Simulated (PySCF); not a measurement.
Isomers of C5H15GeN, from PBE0-D3(BJ)/def2-SVP geometry optimisation, gas phase in PySCF. One conformer each, no zero-point energy, no frequencies.

Question: Which is lowest in electronic energy at this level?
A. `[GeH2]([CH3])[NH]C(C)(C)C` (GeH2Me(NHtBu)): A = 3466, B = 925.5, C = 884.5 MHz, dipole 0.86 D
B. `[CH3:1][CH2:2][CH2:3][CH2:4][CH2:5][NH:6][GeH3:7]` with C1–C2–C3–C4 180°, C2–C3–C4–C5 180°, C3–C4–C5–N6 -179°, C4–C5–N6–Ge7 162°: A = 10841, B = 371.2, C = 366.1 MHz, dipole 0.85 D
C. `[CH3:1][CH2:2][CH2:3][CH2:4][N:5]([CH3:6])[GeH3:7]` with C1–C2–C3–C4 179°, C2–C3–C4–N5 174°, C3–C4–N5–C6 -172°: A = 2846, B = 761.7, C = 621.2 MHz, dipole 0.55 D
D. GeH2Me(NEt2), `CC[N](CC)[GeH2][CH3]`: A = 2132, B = 1203, C = 934.0 MHz, dipole 0.77 D

Answer: A. That is GeH2Me(NHtBu) (`CC(C)(C)[NH][GeH2][CH3]`), 8.7 kcal/mol below the next.

```csv
SMILES,mapped SMILES,E (Eh),relative (kcal/mol),relative (kJ/mol),dipole (D)
[H][Ge]([H])([CH3])[NH]C(C)(C)C,–,-2330.33081,0.0,0.0,0.86
[H][Ge]([H])([CH3])[N](CC)CC,–,-2330.31699,8.7,36.3,0.77
CCCCC[NH][GeH3],[CH3:1][CH2:2][CH2:3][CH2:4][CH2:5][NH:6][GeH3:7],-2330.31461,10.2,42.5,0.85
CCCC[N](C)[GeH3],[CH3:1][CH2:2][CH2:3][CH2:4][N:5]([CH3:6])[GeH3:7],-2330.30433,16.6,69.5,0.55
```
